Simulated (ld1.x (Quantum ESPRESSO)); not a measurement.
S (Z = 16): variants of one TM potential

Base potential:

- Element: S (Z = 16)
- Generator: ld1.x (Quantum ESPRESSO) 7.5
- Type: norm-conserving Troullier–Martins (Kleinman–Bylander form)
- Functional: LDA (PZ)
- Relativity: scalar-relativistic
- Frozen core: [Ne]
- Valence charge: 6
- Reference configuration: 3s1.75 3p4.25
- Partial waves: 3s (bound): rc 1.30 bohr; 3p (bound): rc 1.25 bohr
- Local potential: all-electron potential smoothed inside 1.05 bohr (lloc = -2)
- Core correction: Bessel-smoothed model core inside 1.10 bohr

Cutoffs, loose and tight: the cutoffs (Ry, on a coarse ladder) from which the occupation-weighted sum of valence levels, in a spherical-Bessel basis at the reference potential, stays within 10 and 1 mRy of its value at 400 Ry. They do not see the model core or the augmentation charge, which bear on the density cutoff. Test errors are all-electron minus pseudo excitation energies from the reference, over the configurations 3s2 3p4; 3s2 3p3; 3s2 3p2; 3s1 3p5; 3s2 3p0; 3s1 3p4; 3s0 3p6 (two spin-polarised tests are not counted in the largest error). A dash means not determined; rows that change the core or the reference have their own tests. The largest error is taken over the tests solved by every variant that gives reliable tests at all: 3s0 3p6; 3s1 3p4; 3s1 3p5; 3s2 3p0; 3s2 3p2; 3s2 3p3; 3s2 3p4.

A true bound ghost makes a file unfit for plane-wave use even where its test errors are small: the radial tests pick states by their node count and pass the ghost by.

```csv
change,outcome,"cutoff, loose","cutoff, tight",bound ghosts,largest test error (meV)
base,generated,55 Ry,110 Ry,none,+227
reference 3s2 3p4,generated,55 Ry,110 Ry,none,+230
non-relativistic,generated,55 Ry,110 Ry,none,+234
type RRKJ; local potential the p channel; rho0 0.02,generated,60 Ry,110 Ry,none,+156
wave 3p (bound): rc 1.25 bohr becomes 3p (bound): rc 0.84 bohr,generated,over 300 Ry,over 300 Ry,p,+21
core correction Bessel-smoothed model core inside 0.52 bohr,generated,55 Ry,110 Ry,none,+221
functional PBE,generated,55 Ry,110 Ry,none,+220
wave 3s (bound): rc 1.30 bohr becomes 3s (bound): rc 1.06 bohr,generated,80 Ry,200 Ry,none,+287
wave 3s (bound): rc 1.30 bohr becomes 3s (bound): rc 1.24 bohr,generated,55 Ry,110 Ry,none,+231
core correction Bessel-smoothed model core inside 0.94 bohr,generated,55 Ry,110 Ry,none,+222
```

Task: What comes out with this change to the base: local potential the s channel?

Result: outcome: generated; cutoff, loose: 55 Ry; cutoff, tight: 110 Ry; bound ghosts: none; largest test error (meV): +170.

Task: What comes out with this change to the base: local potential all-electron potential smoothed inside 0.88 bohr (lloc = -2)?

Result: outcome: generated; cutoff, loose: 55 Ry; cutoff, tight: 110 Ry; bound ghosts: none; largest test error (meV): +259.

Task: What comes out with this change to the base: all radii but the core radius scaled by about 0.75 (s 0.98, p 0.94 bohr); local potential all-electron potential smoothed inside 0.78 bohr (lloc = -2)?

Result: outcome: generated; cutoff, loose: 300 Ry; cutoff, tight: over 300 Ry; bound ghosts: p; largest test error (meV): +462.
